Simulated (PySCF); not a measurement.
**Dipole moment and polarisability of `C[Si@@H](CF)S[SiH3]`**

Species: C2H9FSSi2.
Geometry (GFN2-xTB, Å), atoms numbered from 1 in this order:
```xyz
15
C2H9FSSi2 angstrom
C     -1.4948   -0.6657   -1.8977
Si    -0.3973    0.2954   -0.6952
C     -1.1675    0.2324    1.0644
F     -0.4733    1.0809    1.9088
S      1.5216   -0.6664   -0.6768
Si     2.5212    0.1454    1.0597
H     -1.6096   -1.7017   -1.5916
H     -1.0530   -0.6667   -2.8883
H     -2.4835   -0.2246   -1.9723
H     -0.2325    1.7066   -1.0439
H     -1.1151   -0.7605    1.5183
H     -2.2064    0.5675    1.0804
H      3.8830   -0.3200    0.8552
H      2.3903    1.5929    1.0098
H      1.9124   -0.4349    2.2472
```

Level: wB97X-D/def2-SVPD (PySCF), static field, nuclei fixed, core orbitals frozen in the response. The polarisability tensor in these axes (au):

```
x   111.36   0.04  11.74
y     0.04  85.64   5.67
z    11.74   5.67  99.46
```

What are the eigenvalues, a third of the trace, and Δα (Δα² = ½Σ(αi − αj)² over the three pairs)?

Principal values 82.91, 94.70 and 118.85 au; mean 98.82 au = 14.64 Å³ = 16.29 × 10⁻⁴⁰ C²·m²/J; Δα = 31.73 au (32 % of the mean).

What is the dipole moment, and where does it point?

(-1.67, -0.33, -0.31) D, 1.73 D in size, pointing from the negative to the positive side. Measured along this direction, the outermost atoms are H13 at the negative end and H9 at the positive end.

Find the Langevin capture rate constant for O2+ (31.990 u) meeting this molecule (139.995 u), k = 2.342 × 10⁻⁹ cm³/s × √(α in Å³ / reduced mass in u).

The reduced mass is 26.04 u, so k = 1.76 × 10⁻⁹ cm³/s. The formula leaves out the permanent dipole, which adds to the capture rate.

Directions of the eigenvectors, and the extent of the frame along each?

Largest value along (0.84, 0.09, 0.54), where the nuclei span 6.85 Å; middle along (-0.51, 0.45, 0.73), 4.04 Å; least along (0.18, 0.89, -0.43), 3.44 Å. The response follows the extents in order.

What molar refraction does this α imply?

Lorentz–Lorenz: R = (4π/3)N_A α = 2.5225 cm³/(mol·Å³) × 14.64 Å³ = 36.9 cm³/mol, in the limit of long wavelengths.

In a dilute gas of rigid molecules at 250 K, how does the orientational term μ²/3kT compare with the electronic polarisability?

In Gaussian units μ²/3kT = 28.80 Å³ against 14.64 Å³, a ratio of 1.97; the Debye molar polarisation (4π/3)N_A(α + μ²/3kT) is 109.6 cm³/mol, leaving out the vibrational part.

Refractivity n − 1 of an ideal gas of it at 298.15 K and 1 atm, from the electronic α?

N = p/kT = 2.4615 × 10¹⁹ cm⁻³, so n − 1 = 2π × N × 14.64 × 10⁻²⁴ cm³ = 2265 × 10⁻⁶ at long wavelengths, for an ideal gas.

Isolated species at its GFN2-xTB geometry (one conformer only).
